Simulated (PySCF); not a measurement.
**Nonlinear optical response: SMILES C[Se]C1=CC=C[CH+]C=C1, [C$_{8}$H$_{9}$Se]+, charge +1**

Molfile (atoms numbered from 1):
```
C8H9Se
     RDKit          3D

 18 18  0  0  0  0  0  0  0  0999 V2000
    3.3196   -0.3010   -0.0999 C   0  0  0  0  0  0  0  0  0  0  0  0
    2.2209    1.2279    0.3244 Se  0  0  0  0  0  2  0  0  0  0  0  0
    0.4948    0.5894    0.0279 C   0  0  0  0  0  0  0  0  0  0  0  0
   -0.5059    1.5637    0.2788 C   0  0  0  0  0  0  0  0  0  0  0  0
   -1.8786    1.4691    0.1729 C   0  0  0  0  0  0  0  0  0  0  0  0
   -2.6763    0.3728   -0.2164 C   0  0  0  0  0  0  0  0  0  0  0  0
   -2.2594   -0.8885   -0.5904 C   0  0  0  0  0  0  0  0  0  0  0  0
   -0.9379   -1.3730   -0.6694 C   0  0  0  0  0  0  0  0  0  0  0  0
    0.2608   -0.7380   -0.4027 C   0  0  0  0  0  0  0  0  0  0  0  0
    3.1130   -1.1370    0.5815 H   0  0  0  0  0  0  0  0  0  0  0  0
    4.3500    0.0447    0.0625 H   0  0  0  0  0  0  0  0  0  0  0  0
    3.2031   -0.5907   -1.1527 H   0  0  0  0  0  0  0  0  0  0  0  0
   -0.1375    2.5425    0.6071 H   0  0  0  0  0  0  0  0  0  0  0  0
   -2.4272    2.3805    0.4291 H   0  0  0  0  0  0  0  0  0  0  0  0
   -3.7557    0.5502   -0.2205 H   0  0  0  0  0  0  0  0  0  0  0  0
   -3.0434   -1.6022   -0.8587 H   0  0  0  0  0  0  0  0  0  0  0  0
   -0.8439   -2.4145   -0.9920 H   0  0  0  0  0  0  0  0  0  0  0  0
    1.1456   -1.3613   -0.5493 H   0  0  0  0  0  0  0  0  0  0  0  0
  1  2  1  0
  2  3  1  0
  3  4  2  0
  4  5  1  0
  5  6  2  0
  6  7  1  0
  7  8  1  0
  8  9  2  0
  9  3  1  0
  1 10  1  0
  1 11  1  0
  1 12  1  0
  4 13  1  0
  5 14  1  0
  6 15  1  0
  7 16  1  0
  8 17  1  0
  9 18  1  0
M  CHG  1   7   1
M  END
```

Level of theory: quadratic response CAM-B3LYP/aug-cc-pVDZ first hyperpolarisability, Taylor convention, gas phase in PySCF 2.14.0. Geometry: PBE0-D3(BJ)/def2-SVP.

The calculation is non-relativistic, which matters for the atoms heavier than Zn.

(1) Give β for the processes computed.

(2) Which lowest excitations and polarisabilities go with it?

Answers

(1) In au, Taylor convention; the vector part is βᵢ = ⅓ Σⱼ (βᵢⱼⱼ + βⱼᵢⱼ + βⱼⱼᵢ):
| process | λ (nm) | β vector norm | β HRS | depolarisation ratio |
| --- | --- | --- | --- | --- |
| static β(0;0,0) | ∞ | 1269.4 | 549.0 | 4.37 |
| second harmonic β(−2ω;ω,ω) | 1907 | 1533.0 | 658.5 | 4.52 |
| Pockels β(−ω;ω,0) | 1907 | 1348.6 | – | – |
| second harmonic β(−2ω;ω,ω) | 1064 | 2587.5 | 1092.8 | 4.93 |
| Pockels β(−ω;ω,0) | 1064 | 1554.6 | – | – |

(2) S1 3.25 eV (f = 0.029); S2 3.59 eV (f = 0.300); S3 5.33 eV (f = 0.030); isotropic α 128.6 au static, 129.6 au at 1907 nm, 132.2 au at 1064 nm, 133.3 au at 953.5 nm, 149.2 au at 532 nm.
